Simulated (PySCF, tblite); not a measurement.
Isomers of C5H9F3O2Si, one GFN2-xTB conformer each. Single-point energies are computed at PBE0/pcSseg-1 (PySCF, gas phase, no added dispersion term), electronic only.

Problem. Rank them by PBE0/pcSseg-1 energy, lowest first (kJ/mol).
A. `[CH3:1][Si:2]([CH3:3])([CH3:4])[O:5][C:6](=[O:7])[C:8]([F:9])([F:10])[F:11]` with Si2–O5–C6–O7 0°
B. `[F:1][C:2]([F:3])([F:4])[O:5][C@H:6]1[CH2:7][O:8][CH2:9][CH2:10][SiH2:11]1` with C2–O5–C6–C7 148°, O5–C6–C7–O8 175°, C6–C7–O8–C9 -74°, C7–O8–C9–C10 74°, O8–C9–C10–Si11 -55°

Solution. A (0.0), B (258.5).

As drawn, the lower has a C=O bond, a C(=O)–O unit and an Si–O bond, which the higher lacks. GFN2-xTB itself gives, in the same order: 0.0, 53.9. Both levels put the same isomer lowest.

Problem. Which frontier levels, dipoles and rotational constants go with these structures?

Solution. 
| SMILES | HOMO (eV, PBE0/pcSseg-1) | LUMO (eV) | dipole (D) | A, B, C (MHz) |
| --- | --- | --- | --- | --- |
| C[Si](C)(C)OC(=O)C(F)(F)F | -8.72 | -0.72 | 4.02 | 1631, 539.1, 511.2 |
| FC(F)(F)O[C@H]1COCC[SiH2]1 | -7.82 | 0.59 | 3.15 | 2008, 546.9, 478.7 |

Problem. What happens when harmonic zero-point energies from GFN2-xTB frequencies are added?

Solution. 
```tsv
SMILES	ZPE (kJ/mol)	electronic (kJ/mol)	with ZPE (kJ/mol)
C[Si](C)(C)OC(=O)C(F)(F)F	359.9	0.0	0.0
FC(F)(F)O[C@H]1COCC[SiH2]1	362.5	258.5	261.1
```

The zero-point energies span 2.6 kJ/mol. The order is unchanged.
